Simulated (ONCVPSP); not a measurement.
# Cutoff test, Ag (Z = 47), ONCV

silver, optimised norm-conserving Vanderbilt (ONCV), made with ONCVPSP 4.0.1 (PBEsol, scalar-relativistic). Core [Ar] 3d10, reference 4s2 4p6 4d9 (charge +2). Waves: 4s: rc 1.45 bohr, ncon 4, nbas 7, qcut 9.8 1/bohr, 2 projectors, debl 2.8 Ha; 4p: rc 1.40 bohr, ncon 3, nbas 8, qcut 7.9 1/bohr, 1 projector; 4d: rc 1.45 bohr, ncon 3, nbas 8, qcut 11.4 1/bohr, 1 projector. Local part: polynomial inside 1.00 bohr (lpopt 5, dvloc0 0 Ha). Core correction: Teter function, fcfact 4.5, rcfact 1.05.

In the s channel the program set the typed energies aside and used -4.318, 0.250 Ha.

Q: For each optimised wave give the share of its norm inside rc, the residual kinetic energy above qcut (Ha) and the cutoffs (Ha) for errors of 10, 1, 0.1 and 0.01 mHa per electron.

A:

```tsv
wave	norm inside rc	residual KE	10 mHa	1 mHa	0.1 mHa	0.01 mHa
4s	0.945	3.2e-07	24.4	31.2	36.8	41.1
s projector 2	0.045	2.9e-07	19.4	28.7	35.8	41.2
4p	0.873	7.3e-06	14.9	18.6	21.6	27.1
4d	0.668	2.4e-09	27.1	35.4	42.6	49.0
```

The occupied waves need 35 Ha and 43 Ha for 1 and 0.1 mHa.
